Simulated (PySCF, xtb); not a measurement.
BClH4OSi, SMILES [SiH3]OBCl.

GFN2-xTB (xtb) at its own geometry gives an orbital gap of 4.87 eV and a dipole moment of 2.54 D.

Geometry: r2SCAN-D4/def2-SVP. One conformer was computed; it need not be the lowest.

**Question.** What does PySCF with r2SCAN/def2-TZVP give? (The exact figures need the calculation; the answer reports its results.)

**Answer.** gap 6.70 eV (levels -7.99 and -1.29 eV), dipole 1.22 D.
